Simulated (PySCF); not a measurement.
Ionisation energy of Mn²⁺ by level of theory

Mn²⁺ [Ar] 3d5 (6S) → Mn³⁺ [Ar] 3d4 (5D), as a difference of total energies. Calculation: PySCF 2.14, in x2c-TZVPPall with one added diffuse shell each of s, p, d, f type (7s6p5d3f1g, 80 functions); scalar relativity by spin-free X2C-1e. Correlated levels: valence and next inner shell: [Ne] frozen. The calculations carry no spin-orbit coupling.

```json
{"method": "UHF", "ionisation energy (eV)": "32.355"}
{"method": "MP2 (valence and next inner shell)", "ionisation energy (eV)": "33.792"}
{"method": "SCS-MP2 (valence and next inner shell)", "ionisation energy (eV)": "33.262"}
{"method": "CCSD (valence and next inner shell)", "ionisation energy (eV)": "33.483"}
{"method": "CCSD(T) (valence and next inner shell)", "ionisation energy (eV)": "33.516"}
```

How much does correlation contribute at CCSD(T) (valence and next inner shell)?

33.516 − (32.355) = 1.161 eV, measured against UHF.

The reference lies between the lowest fine-structure levels, while these numbers refer to the centres of the terms.

Errors of the correlated levels include the incompleteness of this basis and the frozen core.

For comparison: 33.668 ± 0.012 eV (measured; NIST Atomic Spectra Database, ionization energies).
